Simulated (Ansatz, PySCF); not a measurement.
Zn(Me) (CH3Zn), SMILES [CH3][Zn] (connectivity only; charge and spin as stated), neutral, multiplicity 2. Atoms are numbered in the order given.

```xyz
5

Zn     0.0000     0.0000    -0.4018
C      0.0000     0.0000     1.6341
H      0.8963     0.5175     1.9811
H      0.0000    -1.0349     1.9811
H     -0.8963     0.5175     1.9811
```
Charge 0, spin multiplicity 2.

Geometry optimised at TPSSh-D3(BJ)/def2-TZVP. The multiplicity is an assumed one; other spin states were not compared. The isomer is the one that the SMILES or the coordinates give; other isomers of the formula were not compared.

Two levels are set side by side: PBE-D3(BJ)/def2-TZVP (Ansatz, a program for electronic structure) and TPSSh-D3(BJ)/def2-TZVP (PySCF). Each level has its own optimised geometry; the coordinates shown are those of the second. Frequencies come from the Hessian of PySCF at each geometry. Differences are taken from unrounded values.

```json
[
 {"quantity": "mean bond length (Å)", "TPSSh-D3(BJ)": "1.328", "PBE-D3(BJ)": "1.333", "PBE-D3(BJ) minus TPSSh-D3(BJ)": "0.006"},
 {"quantity": "bond Zn1–C2 (Å)", "TPSSh-D3(BJ)": "2.036", "PBE-D3(BJ)": "2.041", "PBE-D3(BJ) minus TPSSh-D3(BJ)": "0.005"},
 {"quantity": "bond C2–H3 (Å)", "TPSSh-D3(BJ)": "1.092", "PBE-D3(BJ)": "1.098", "PBE-D3(BJ) minus TPSSh-D3(BJ)": "0.006"},
 {"quantity": "bond C2–H4 (Å)", "TPSSh-D3(BJ)": "1.092", "PBE-D3(BJ)": "1.098", "PBE-D3(BJ) minus TPSSh-D3(BJ)": "0.006"},
 {"quantity": "bond C2–H5 (Å)", "TPSSh-D3(BJ)": "1.092", "PBE-D3(BJ)": "1.098", "PBE-D3(BJ) minus TPSSh-D3(BJ)": "0.006"},
 {"quantity": "highest harmonic wavenumber (cm⁻¹)", "TPSSh-D3(BJ)": "3127", "PBE-D3(BJ)": "3086", "PBE-D3(BJ) minus TPSSh-D3(BJ)": "-41"},
 {"quantity": "mean harmonic wavenumber (cm⁻¹)", "TPSSh-D3(BJ)": "1656", "PBE-D3(BJ)": "1616", "PBE-D3(BJ) minus TPSSh-D3(BJ)": "-40"},
 {"quantity": "zero-point energy (kcal/mol)", "TPSSh-D3(BJ)": "21.31", "PBE-D3(BJ)": "20.80", "PBE-D3(BJ) minus TPSSh-D3(BJ)": "-0.51"}
]
```

Exact exchange shortens and stiffens bonds; PBE has none. Differences between two approximate levels are no errors against the true value.
